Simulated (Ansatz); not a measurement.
Z-matrix (Å, degrees):
```
C
N 1 1.240
Br 1 1.914 2 125.7
Cl 1 1.714 2 121.6 3 180.0
H 2 1.016 1 113.3 3 0.0
```

Charge 0, multiplicity 1.

Question: List the CAM-B3LYP/def2-TZVPP orbital energies in eV (the Gaussian-basis code of Ansatz). (Estimate.)

Answer: The calculation gave: Occupied: -13141.78, -2765.44, -1703.26, -1535.04, -1534.94, -1534.94, -392.29, -283.32, -260.18, -239.35, -199.31, -199.07, -199.04, -180.35, -180.03, -180.01, -74.67, -74.58, -74.57, -74.31, -74.31, -28.99, -25.98, -24.28, -18.53, -16.11, -14.67, -13.83, -11.52, -10.81, -10.53, -10.07, -9.88. Lowest empty: 0.11, 0.16, 1.85, 2.97, 4.35, 5.28, 6.34, 6.91.
